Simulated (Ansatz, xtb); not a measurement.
# Relative energy of two isomers of C6H5NO2

Structure X is `N#CC1=COC(=O)CC1`, a singlet and structure Y is `C=Cc1ncc(C=O)o1`, a singlet. Both are isolated molecules in the gas phase, relaxed with B3LYP-D3(BJ)/def2-SVP; the shapes shown needn't be the lowest conformers.

X (Å):

```xyz
14

C    -1.1563   -2.3593    0.8231
C    -0.8119   -1.0988    0.2518
C     0.0306   -0.2689    0.9009
C    -0.1447    1.4977   -0.7105
C    -1.4285    0.8389   -1.1622
C    -1.3709   -0.6893   -1.0926
N    -1.4585   -3.3927    1.2605
O     0.4490    0.9233    0.4068
O     0.3618    2.4663   -1.1859
H     0.4780   -0.4911    1.8710
H    -2.2210    1.2071   -0.4858
H    -1.6542    1.2103   -2.1696
H    -0.7354   -1.0956   -1.8996
H    -2.3737   -1.1152   -1.2389
```

Y (Å):

```xyz
14

C     0.2939   -0.6525    1.6187
C     0.2376    0.5539    1.0353
C    -0.1917    0.7877   -0.3292
C    -0.7185    1.6501   -2.2043
C    -0.9120    0.2923   -2.3126
C    -1.3725   -0.5788   -3.3883
N    -0.2647    1.9439   -0.9481
O    -1.6919   -0.1738   -4.4844
O    -0.5713   -0.2560   -1.1036
H     0.0088   -1.5592    1.0793
H     0.6280   -0.7607    2.6526
H     0.5207    1.4646    1.5679
H    -0.8862    2.4066   -2.9685
H    -1.4071   -1.6636   -3.1154
```

Q: Estimate which is lower in electronic energy at CCSD(T)/def2-SVP + ΔMP2/def2-TZVPP, and by roughly how much.

A: The CCSD(T)/def2-SVP + ΔMP2/def2-TZVPP calculation puts structure X lower, by 15.1 kcal/mol.

Level by level:

| level | geometry | E(Y) − E(X) (kcal/mol) | departure from the last row (kcal/mol) | job, with rough time for the two |
| --- | --- | --- | --- | --- |
| GFN2-xTB | GFN2-xTB | +2.6 | −12.4 | optimisation, 0.14 s |
| HF/STO-3G | GFN2-xTB | +31.5 | +16.4 | single point, 0.42 s |
| r2SCAN-D4/def2-SVP | GFN2-xTB | +9.4 | −5.6 | single point, 4.2 s |
| B3LYP-D3(BJ)/def2-SVP | B3LYP-D3(BJ)/def2-SVP | +11.1 | −3.9 | optimisation, 41 s |
| HF/def2-SVP | B3LYP-D3(BJ)/def2-SVP | +17.9 | +2.8 | part of the CCSD(T) run |
| MP2/def2-SVP | B3LYP-D3(BJ)/def2-SVP | +18.1 | +3.0 | part of the CCSD(T) run |
| CCSD(T)/def2-SVP | B3LYP-D3(BJ)/def2-SVP | +16.6 | +1.6 | single point |
| CCSD(T)/def2-SVP + ΔMP2/def2-TZVPP | B3LYP-D3(BJ)/def2-SVP | +15.1 |  | single point, 2.2 min |

As drawn, Y has 2 C∷N, 1 C∷C, 2 C∷O in place of 1 C≡N, 2 C–C, 2 C–O (∷ is an aromatic bond). Structure X has a 6-membered ring, Y a 5-membered ring (with an aromatic ring).

None of the levels shown reverses the order. The largest departure from CCSD(T)/def2-SVP + ΔMP2/def2-TZVPP is that of HF/STO-3G, 16.4 kcal/mol. The last row adds to CCSD(T) the change of the MP2 difference between the two basis sets, here −1.6 kcal/mol.

With thermal terms from frequencies at re-optimised GFN2-xTB minima (ideal gas, soft modes damped towards free rotors, one conformer each, 298.15 K, 1 atm): the zero-point term adds −1.2 kcal/mol; ΔH is +14.1 and ΔG +13.6 kcal/mol.

The correlated steps freeze 9 core orbitals. Codes used: Ansatz 0.2.0, xtb 6.7.1; the last row on 4 threads of Arm Neoverse V2 on a shared host.
